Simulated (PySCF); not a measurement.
**Computed properties of Be(OH)(NH2) (BeH3NO), SMILES [NH2][Be][OH]**

BeH3NO, SMILES [NH2][Be][OH]. The structure is a stationary point at PBE0-D3(BJ)/def2-TZVP. One conformer was computed; it need not be the lowest. All values are computed for the isolated molecule unless a solvent is named; none is compared with measurement here.

**Structure.** The optimised structure has Cs symmetry. All 12 harmonic modes at PBE0-D3(BJ)/def2-TZVP (PySCF) are real, so it is a minimum. With heavy atoms numbered as in [Be:1]([OH:2])[NH2:4], the shortest bond between them is Be1–O2 at 1.430 Å and the longest Be1–N4 at 1.510 Å.

**Vibrations.** The strongest infrared lines (harmonic, unscaled, degenerate partners summed) lie at 1476 cm⁻¹ (267 km/mol, Be 72 %, H 15 %, O 10 %), 606 cm⁻¹ (203 km/mol, H 68 %, O 17 %, Be 14 %), 310 cm⁻¹ (189 km/mol, H 78 %, N 21 %). The softest mode is at 257 cm⁻¹ and the zero-point energy is 25.1 kcal/mol.

**Electronic structure.** M06-2X/def2-TZVPD (PySCF) places the frontier levels at -8.65 and -0.22 eV, a gap of 8.43 eV, and gives a dipole moment of 1.41 D and a mean polarisability of 28.3 bohr³.

**Excitations.** TDDFT-PBE0/def2-TZVPD (PySCF) has S1 at 5.54 eV (224 nm, f = 0.060, bright); the most intense of the 10 singlets computed lies at 8.61 eV (f = 0.10). T1 (TDA) is at 5.20 eV. No vertical singlet excitation falls in the visible range (under 3.1 eV).

**NMR.** GIAO shifts at PBE0/pcSseg-2 (PySCF) (non-relativistic, atoms alike by connectivity averaged): ¹H from 0.2 to 1.5 ppm against TMS.
